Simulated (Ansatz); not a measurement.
Species: MnI (charge 0, septet). The spin state was set by rule; other spins were not relaxed. SMILES: [Mn][I]
Coordinates optimised at B3LYP-D3(BJ)/def2-TZVP (Ansatz, an electronic-structure program):
```xyz
2

Mn     0.0000     0.0000    -1.7823
I      0.0000     0.0000     0.8407
```
Charge 0, spin multiplicity 7.

Wanted: atomisation energy (electronic, to ground-state atoms), in eV. Valence correlation only, unless marked. UHF or UKS for open shells. No spin-orbit coupling. Frozen are the shells of the preceding noble gas and the d and f shells that filled before the atom's block. In def2 rows, elements after Kr have scalar-relativistic effective core potentials. STO-3G rows are all-electron and non-relativistic. The coupled-cluster limit lacks core correlation, which all-electron functionals hold. CBS(X,Y): correlation extrapolated as X^-3; Hartree-Fock from the larger set.

```json
[
 {"level": "HF/STO-3G", "program": "Ansatz", "atomisation energy (eV)": "2.86", "minus last row": "0.25"},
 {"level": "BLYP-D4/def2-TZVPD", "program": "Ansatz + dftd4", "atomisation energy (eV)": "2.57", "minus last row": "-0.04"},
 {"level": "revPBE-D4/def2-TZVPD", "program": "Ansatz + dftd4", "atomisation energy (eV)": "2.90", "minus last row": "0.29"},
 {"level": "B3LYP/def2-TZVPD", "program": "Ansatz", "atomisation energy (eV)": "2.39", "minus last row": "-0.22"},
 {"level": "PBE0/STO-3G", "program": "Ansatz", "atomisation energy (eV)": "3.17", "minus last row": "0.56"},
 {"level": "BHLYP-D4/def2-TZVPD", "program": "Ansatz + dftd4", "atomisation energy (eV)": "2.38", "minus last row": "-0.23"},
 {"level": "LC-wPBE-D3(BJ)/def2-TZVPD", "program": "Ansatz + dftd3", "atomisation energy (eV)": "2.96", "minus last row": "0.35"},
 {"level": "B2GP-PLYP-D3(BJ)/def2-TZVPD", "program": "Ansatz + dftd3", "atomisation energy (eV)": "2.57", "minus last row": "-0.04"},
 {"level": "CCSD/CBS(def2-TZVPPD,def2-QZVPPD)", "program": "Ansatz", "atomisation energy (eV)": "2.54", "minus last row": "-0.07"},
 {"level": "CCSD(T)/CBS(def2-TZVPPD,def2-QZVPPD)", "program": "Ansatz", "atomisation energy (eV)": "2.61", "minus last row": "0.00"}
]
```
